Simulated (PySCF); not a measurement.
Si(F)(Br)(NH2)2 (BrFH₄N₂Si), SMILES N[Si](N)(F)Br. Geometry optimised at PBE-D3(BJ)/def2-SVP. This is a generated structure with no PubChem entry under its InChIKey; it may be hypothetical. Other conformers were not sampled.

Level of theory: PBE-D3(BJ)/def2-SVP in PySCF.

Harmonic wavenumbers (cm⁻¹): 162, 175, 225, 246, 263, 305, 361, 401, 416, 456, 757, 806, 814, 913, 952, 1472, 1487, 3499, 3504, 3597, 3611. Rotational constants (GHz): 3.676, 1.483, 1.433; symmetry number 1.

Question: Work out the zero-point energy and the ideal-gas rigid-rotor harmonic-oscillator thermochemistry at 298.15 K and 1 atm.

Answer: ZPE = ½ Σ hcν = ½ × 24422 cm⁻¹ = 146.07 kJ/mol. H − E(el) = 168.28 kJ/mol. Entropy in J/(mol K): translation 171.97, rotation 117.62, vibration 68.17, total 357.75. G − E(el) = 61.62 kJ/mol. Cp = 115.32 J/(mol K).
